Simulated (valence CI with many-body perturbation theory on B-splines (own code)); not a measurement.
**Forbidden lines of I XXXIII**

Computed by relativistic CI+MBPT: three valence electrons over a frozen Dirac-Fock core [Ar], radial functions for each j: 7 s, 7 p, 8 d, 6 f, 4 g, 1 h, with the one-electron correlation potential Σ1 (screened to all orders), the two-electron term Σ2, the three-electron term Σ3, Breit, model QED; selected single and double excitations, second order for the rest, scaled by the run's own slope (own B-spline code, finite nucleus).

No measured spectrum was set against this ion. As an estimate, large intervals hold to a few tenths of a per cent, small ones and those within an open d or f shell to about a per cent. Only levels of the ground parity were solved; by the run's estimate the other parity begins above the list, which can be wrong where configurations are misplaced.

Lines 1 to 50 of 67 in falling wavelength, among levels below 63.339 eV, chosen from the decays that carry over 1 % of a level's rate. Wavelengths and rates use the calculated energies. Weak lines are less certain than strong ones. Lines between different terms over intervals too small for the method are left out, as are lines whose strength nearly cancels. The highest levels of a list are the least certain.

Levels are named by their leading jj configuration (3d3/2^4 stands for four electrons in 3d with j = 3/2), which in mixed levels can hold well under half, so a name can repeat and another be missing. Letters in brackets count levels of one name in rising energy.

| λ vac (nm) | Upper | Lower | Type | A (s⁻¹) | Branch % |
| --- | --- | --- | --- | --- | --- |
| 711.3 | (3d3/2^2 3d5/2) J=9/2 | (3d3/2^2 3d5/2) J=7/2 | M1 | 3.43e+01 | 100.0 |
| 472.2 | (3d3/2^2 3d5/2) J=1/2 | (3d3/2^2 3d5/2) J=3/2 | M1 | 2.34e+02 | 4.1 |
| 244.1 | (3d3/2^2 3d5/2) J=7/2 | (3d3/2^2 3d5/2) J=5/2 [a] | M1 | 1.77e+03 | 100.0 |
| 229.0 | (3d3/2^2 3d5/2) J=3/2 | (3d3/2^2 3d5/2) J=5/2 [a] | M1 | 6.58e+02 | 3.8 |
| 222.0 | (3d3/2 3d5/2^2) J=5/2 [a] | (3d3/2 3d5/2^2) J=3/2 [a] | M1 | 6.35e+02 | 2.4 |
| 187.5 | (3d3/2 3d5/2^2) J=11/2 | (3d3/2 3d5/2^2) J=9/2 | M1 | 9.23e+02 | 8.1 |
| 156.2 | (3d3/2 3d5/2^2) J=5/2 [b] | (3d3/2 3d5/2^2) J=3/2 [a] | M1 | 4.96e+02 | 2.2 |
| 140.0 | (3d5/2^3) J=9/2 | (3d3/2 3d5/2^2) J=11/2 | M1 | 1.24e+03 | 2.1 |
| 126.3 | (3d3/2^2 3d5/2) J=5/2 [a] | (3d3/2^3) J=3/2 | M1 | 1.58e+04 | 100.0 |
| 117.1 | (3d3/2 3d5/2^2) J=5/2 [a] | (3d3/2 3d5/2^2) J=7/2 [a] | M1 | 9.52e+02 | 3.6 |
| 107.9 | (3d3/2 3d5/2^2) J=9/2 | (3d3/2^2 3d5/2) J=9/2 | M1 | 1.37e+04 | 57.3 |
| 106.4 | (3d3/2 3d5/2^2) J=7/2 [a] | (3d3/2^2 3d5/2) J=7/2 | M1 | 8.35e+03 | 20.3 |
| 104.3 | (3d3/2 3d5/2^2) J=3/2 [b] | (3d5/2^3) J=3/2 | M1 | 1.45e+03 | 2.3 |
| 103.9 | (3d3/2^2 3d5/2) J=5/2 [b] | (3d3/2^2 3d5/2) J=3/2 | M1 | 7.43e+03 | 67.1 |
| 101.1 | (3d3/2^2 3d5/2) J=5/2 [b] | (3d3/2^2 3d5/2) J=7/2 | M1 | 8.69e+02 | 7.8 |
| 100.6 | (3d3/2 3d5/2^2) J=5/2 [b] | (3d3/2^2 3d5/2) J=5/2 [b] | M1 | 9.55e+03 | 41.9 |
| 95.78 | (3d3/2 3d5/2^2) J=5/2 [b] | (3d3/2 3d5/2^2) J=7/2 [a] | M1 | 5.59e+02 | 2.5 |
| 95.71 | (3d5/2^3) J=3/2 | (3d3/2 3d5/2^2) J=1/2 | M1 | 8.47e+03 | 14.1 |
| 93.70 | (3d3/2 3d5/2^2) J=9/2 | (3d3/2^2 3d5/2) J=7/2 | M1 | 1.02e+04 | 42.6 |
| 90.56 | (3d3/2 3d5/2^2) J=3/2 [a] | (3d3/2^2 3d5/2) J=1/2 | M1 | 6.13e+03 | 9.1 |
| 87.75 | (3d3/2 3d5/2^2) J=7/2 [b] | (3d3/2^2 3d5/2) J=5/2 [b] | M1 | 6.97e+02 | 3.6 |
| 85.14 | (3d5/2^3) J=3/2 | (3d3/2 3d5/2^2) J=3/2 [a] | M1 | 1.49e+04 | 24.8 |
| 84.08 | (3d3/2 3d5/2^2) J=7/2 [b] | (3d3/2 3d5/2^2) J=7/2 [a] | M1 | 2.91e+03 | 15.0 |
| 83.84 | (3d5/2^3) J=5/2 | (3d5/2^3) J=3/2 | M1 | 1.94e+03 | 1.7 |
| 81.38 | (3d3/2^2 3d5/2) J=3/2 | (3d3/2^3) J=3/2 | M1 | 1.68e+04 | 96.2 |
| 81.03 | (3d3/2 3d5/2^2) J=1/2 | (3d3/2^2 3d5/2) J=1/2 | M1 | 3.44e+04 | 94.5 |
| 80.14 | (3d5/2^3) J=9/2 | (3d3/2 3d5/2^2) J=9/2 | M1 | 2.48e+04 | 42.3 |
| 75.99 | (3d3/2 3d5/2^2) J=3/2 [a] | (3d3/2^2 3d5/2) J=3/2 | M1 | 3.56e+04 | 52.8 |
| 74.12 | (3d3/2 3d5/2^2) J=7/2 [a] | (3d3/2^2 3d5/2) J=5/2 [a] | M1 | 3.29e+04 | 79.7 |
| 72.70 | (3d5/2^3) J=9/2 | (3d3/2 3d5/2^2) J=7/2 [a] | M1 | 3.04e+04 | 51.9 |
| 71.49 | (3d3/2^2 3d5/2) J=5/2 [b] | (3d3/2^2 3d5/2) J=5/2 [a] | M1 | 1.44e+03 | 13.0 |
| 69.42 | (3d3/2^2 3d5/2) J=1/2 | (3d3/2^3) J=3/2 | M1 | 5.49e+03 | 95.8 |
| 69.17 | (3d3/2 3d5/2^2) J=1/2 | (3d3/2^2 3d5/2) J=3/2 | M1 | 1.20e+03 | 3.3 |
| 68.49 | (3d3/2 3d5/2^2) J=11/2 | (3d3/2^2 3d5/2) J=9/2 | M1 | 1.05e+04 | 91.9 |
| 67.00 | (3d3/2 3d5/2^2) J=3/2 [b] | (3d3/2 3d5/2^2) J=5/2 [b] | M1 | 4.84e+03 | 7.6 |
| 65.42 | (3d5/2^3) J=3/2 | (3d3/2^2 3d5/2) J=5/2 [b] | M1 | 2.11e+04 | 35.3 |
| 63.22 | (3d5/2^3) J=5/2 | (3d3/2 3d5/2^2) J=7/2 [b] | M1 | 1.21e+04 | 10.8 |
| 59.43 | (3d3/2 3d5/2^2) J=3/2 [b] | (3d3/2 3d5/2^2) J=5/2 [a] | M1 | 2.57e+04 | 40.3 |
| 57.90 | (3d5/2^3) J=5/2 | (3d3/2 3d5/2^2) J=5/2 [b] | M1 | 3.51e+04 | 31.1 |
| 57.05 | (3d3/2 3d5/2^2) J=3/2 [a] | (3d3/2^2 3d5/2) J=5/2 [a] | M1 | 2.20e+04 | 32.7 |
| 56.61 | (3d3/2 3d5/2^2) J=5/2 [a] | (3d3/2^2 3d5/2) J=3/2 | M1 | 7.46e+03 | 27.9 |
| 55.76 | (3d3/2 3d5/2^2) J=5/2 [a] | (3d3/2^2 3d5/2) J=7/2 | M1 | 1.31e+04 | 48.9 |
| 51.11 | (3d3/2 3d5/2^2) J=5/2 [b] | (3d3/2^2 3d5/2) J=3/2 | M1 | 5.33e+03 | 23.4 |
| 50.42 | (3d3/2 3d5/2^2) J=5/2 [b] | (3d3/2^2 3d5/2) J=7/2 | M1 | 3.92e+03 | 17.2 |
| 50.30 | (3d3/2 3d5/2^2) J=7/2 [b] | (3d3/2^2 3d5/2) J=9/2 | M1 | 8.52e+03 | 44.1 |
| 49.92 | (3d3/2 3d5/2^2) J=3/2 [b] | (3d3/2 3d5/2^2) J=1/2 | M1 | 6.72e+03 | 10.5 |
| 46.98 | (3d3/2 3d5/2^2) J=7/2 [b] | (3d3/2^2 3d5/2) J=7/2 | M1 | 4.40e+03 | 22.8 |
| 46.88 | (3d3/2 3d5/2^2) J=3/2 [b] | (3d3/2 3d5/2^2) J=3/2 [a] | M1 | 1.26e+04 | 19.9 |
| 45.64 | (3d3/2^2 3d5/2) J=5/2 [b] | (3d3/2^3) J=3/2 | M1 | 1.33e+03 | 12.0 |
| 45.39 | (3d3/2 3d5/2^2) J=5/2 [a] | (3d3/2^2 3d5/2) J=5/2 [a] | M1 | 3.72e+03 | 13.9 |
